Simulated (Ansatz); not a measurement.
C4H11BO, singlet, at a GFN2-xTB geometry; SC-NEVPT2/STO-3G, CASSCF(4,5) (Ansatz, a program for electronic structure).

Ansatz was given this input:
Ansatz 0.2 input:
```yaml
crystal:
  periodic: [false, false, false]
  atoms:
    - {symbol: B, position_ang: [-1.08240466, 1.83906110, 0.20655832]}
    - {symbol: H, position_ang: [-0.38536245, 2.31868549, 1.03334041]}
    - {symbol: H, position_ang: [-2.01887003, 2.42080559, -0.19695728]}
    - {symbol: O, position_ang: [-0.89748341, 0.64956040, -0.33363214]}
    - {symbol: C, position_ang: [0.14653412, -0.28213477, -0.04709439]}
    - {symbol: C, position_ang: [0.08831702, -0.69968351, 1.42443467]}
    - {symbol: C, position_ang: [-0.10993377, -1.49477913, -0.94898956]}
    - {symbol: C, position_ang: [1.50753669, 0.33759193, -0.37381257]}
    - {symbol: H, position_ang: [0.84540091, -1.45146627, 1.63118943]}
    - {symbol: H, position_ang: [-0.89125586, -1.11287298, 1.65432759]}
    - {symbol: H, position_ang: [0.25969385, 0.15927780, 2.06764448]}
    - {symbol: H, position_ang: [-1.08739179, -1.91794731, -0.73194429]}
    - {symbol: H, position_ang: [0.64935530, -2.25513461, -0.78833315]}
    - {symbol: H, position_ang: [-0.09253115, -1.19082626, -1.99249995]}
    - {symbol: H, position_ang: [1.68898993, 1.20391785, 0.25662977]}
    - {symbol: H, position_ang: [1.52989564, 0.65669168, -1.41343497]}
    - {symbol: H, position_ang: [2.29924193, -0.38888687, -0.21092539]}
basis:
  gaussian:
    orbitals: STO-3G
magnetization: {spin_polarized: false}
correlation: {method: sc_nevpt2, electrons: all, active_space: {window: {electrons: 4, orbitals: 5}}}
```

**Question.** Predict the main parts of the log of this Ansatz run.

**Answer.** 
```
Functional definition: HF
585 factors; integrals over basis functions are off by at most 4.8e-5 eV
mean field evaluation 1: about -6917.7986 eV, gradient 2.4e1 eV
mean field evaluation 2: about -6918.1722 eV, gradient 2.4e1 eV
mean field evaluation 4: about -6920.1772 eV, gradient 1.9e0 eV
mean field evaluation 8: about -6920.1900 eV, gradient 1.6e-5 eV
mean field -6920.18997776 eV, -254.3122910095 hartree, gradient 2.4e-6 eV, S^2 0.000000; 0 other end points of the search recorded, 0 dependent functions left out
reference -6920.18997776 eV, -254.3122910095 hartree; 24, 24 occupied and 17, 17 virtual orbitals, 585 factors
state -6921.25429383 eV, -254.3514039035 hartree
state -6921.25429383 eV, -254.3514039035 hartree; corrected -6928.30608593 eV, -254.6105524835 hartree
Total energy: -6928.30608593 eV, -254.6105524835 hartree
```
